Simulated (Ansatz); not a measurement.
Predict a relaxed structure of the cluster As₂S (the lowest singlet isomer of a short search), charge 0, singlet, at PBE0-D4/def2-TZVP (Ansatz).


```xyz
3

As    0.821    0.986   -0.104
As   -1.235    0.218   -0.301
S     0.414   -1.204    0.405
```
Point group C2v (tolerance 0.1 Å). This is one stationary point.

The restricted singlet is unstable: a solution with broken spin symmetry lies lower. The structure comes from a short search, and lower isomers may exist.
